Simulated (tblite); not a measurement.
Run record: tight-binding relaxation, `[C@@H]1([C@@H]2NC2)[SiH2][CH2][GeH2][CH2]1`.

Computed with GFN2-xTB geometry optimisation, gas phase (tblite 0.8.0). Start geometry: from a force field or distance geometry. The command runs a driver script over a list of jobs; the input below is this job's line of settings and its coordinates in Å.

Command:
```bash
OMP_NUM_THREADS=1 python probes_run.py task.json out
```

Input:
```
{"job": {"kind": "relax", "xc": "GFN2-xTB", "basis": "xTB"}, "charge": 0, "multiplicity": 1}
C     -2.140100    -1.025300    -0.947000
Si    -0.347300    -1.276500    -0.563300
C      0.165400     0.066000     0.597100
C      1.586800     0.487500     0.536600
C      2.725300    -0.439300     0.838200
N      2.472700     0.110200    -0.512200
C     -0.684000     1.281500     0.343400
Ge    -2.419300     0.763600    -0.266300
H     -2.292400    -1.117500    -2.039900
H     -2.804100    -1.734400    -0.366600
H     -0.279100    -2.557100     0.211300
H      0.439700    -1.403800    -1.762600
H     -0.058700    -0.279400     1.656900
H      1.749000     1.525600     0.934300
H      2.620600    -1.527000     0.825800
H      3.569200     0.037700     1.392700
H      3.132700     0.873300    -0.844000
H     -0.223400     1.984200    -0.368700
H     -0.815600     1.814500     1.338600
H     -2.912900     1.708300    -1.402100
H     -3.493300     0.724800     0.861600
```

Task: Give the output.

Result: 
```
step      E/eV     max force
  0    -648.41338    2.479
  1    -648.76671    1.042
  2    -648.87603    0.701
  3    -648.92499    0.554
  4    -648.96524    0.396
  5    -648.98521    0.315
  6    -649.00240    0.250
  7    -649.01309    0.251
  8    -649.02211    0.229
  9    -649.02998    0.230
... (61 lines left out)
 71    -649.13146    0.028
 72    -649.13156    0.030
 73    -649.13166    0.028
 74    -649.13174    0.016
 75    -649.13177    0.014
 76    -649.13179    0.011
 77    -649.13180    0.012
 78    -649.13182    0.012
 79    -649.13184    0.010
 80    -649.13186    0.010
```

«max force» is the largest atomic force in eV/Å.

Task: From which step on does the largest force stay under 0.1 eV/Å, and how much energy is left to gain from there?

Result: From step 49 (0.092 eV/Å), 7.9 meV above the end.

Summary of the converged run: energy lowered by 16.6 kcal/mol over 80 steps; largest atomic force 0.010 eV/Å at the end.

On Arm Neoverse N1, one thread, on a shared host, this took 1.3 s.
Labels such as C1 count atoms from 1, the log's own numbers from 0.
